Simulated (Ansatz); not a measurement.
One geometry of the cluster Zn₃S₃⁻, several levels of theory.

```yaml
crystal:
  periodic: [false, false, false]
  atoms:
    - {symbol: Zn, position_ang: [-1.766384, 0.111262, 0.311116]}
    - {symbol: Zn, position_ang: [0.983169, -1.045110, 1.087294]}
    - {symbol: Zn, position_ang: [0.846894, 1.007024, -1.507912]}
    - {symbol: S, position_ang: [2.408981, -0.198191, -0.365441]}
    - {symbol: S, position_ang: [-1.075030, -1.275953, 1.913111]}
    - {symbol: S, position_ang: [-1.397630, 1.400978, -1.438168]}
basis:
  gaussian: {orbitals: def2-TZVPD, initial_orbitals: start.molden}
total_charge: -1
magnetization: {spin_polarized: true, initial_magnetization: 1}
hamiltonian: {xc: {name: r2SCANh}, dispersion: d4}
scf: {omitted_lower_state_checks: [starts]}
output: {orbitals: {seedname: orbitals}}
```

The file start.molden holds the orbitals of an earlier run on this structure, at another level or in another basis.

```sh
$ ansatz run in.yaml --threads 4 --pin off --events-out ev --progress --plain --max-ram 4787MiB
```

Output, abridged:

```
Functional definition: r2SCANh
2085 factors; integrals over basis functions are off by at most 9.1e-4 eV
mean field evaluation 1: about -177769.3035 eV, gradient 7.1e0 eV
mean field evaluation 2: about -177769.3552 eV, gradient 1.0e-1 eV
mean field evaluation 4: about -177769.4827 eV, gradient 1.8e-3 eV
mean field -177769.48272505 eV, -6532.9079936624 hartree, gradient 6.3e-5 eV, S^2 0.765987; 0 other end points of the search recorded, 0 dependent functions left out
reference -177769.48276982 eV, -6532.9079953076 hartree; 70, 69 occupied and 221, 222 virtual orbitals, 2085 factors
Total energy: -177769.57159469 eV, -6532.9112595614 hartree
Checks for a lower state left out: starts
```

Hardware: 4 threads of Arm Neoverse V2 on a shared host. Wall time 40 s, peak host memory 1.8 GiB.

First input, but with `gaussian: {orbitals: STO-3G}`, `hamiltonian: {xc: hf}` (abridged; 20 s):

```
Functional definition: HF
mean field evaluation 16: about -175549.8879 eV, gradient 1.1e1 eV
mean field evaluation 32: about -175563.6269 eV, gradient 2.0e-1 eV
a density is far from that of the atoms, so the factors are made again for it
mean field -175563.64186724 eV, -6451.8448373104 hartree, gradient 6.1e-6 eV, S^2 5.660750
Total energy: -175563.64186724 eV, -6451.8448373104 hartree
Checks for a lower state left out: starts
```

As the first input, with `hamiltonian: {xc: {name: r2SCAN0}, dispersion: d4}` (abridged; 44 s):

```
Functional definition: r2SCAN0
mean field -177767.34368923 eV, -6532.8293855460 hartree, gradient 1.7e-5 eV, S^2 0.767780
Total energy: -177767.44417091 eV, -6532.8330781794 hartree
Checks for a lower state left out: starts
```

As the first input, with `hamiltonian: {xc: r2scan, dispersion: d4}` (abridged; 33 s):

```
Functional definition: r2SCAN
mean field -177770.98683203 eV, -6532.9632685742 hartree, gradient 3.6e-5 eV, S^2 0.764627
Total energy: -177771.06522798 eV, -6532.9661495724 hartree
Checks for a lower state left out: starts
```

Geometry: B3LYP-D4/def2-SVPD.

At HF/STO-3G the charge -1 doublet is spin-contaminated (final ⟨S²⟩ up to 5.66, 0.75 for a pure state). At HF/STO-3G the highest occupied level of the charge -1 doublet lies above zero (up to 1.83 eV). In Hartree–Fock with STO-3G the lack of diffuse functions raises the level. The structure comes from a short search, and lower isomers may exist.
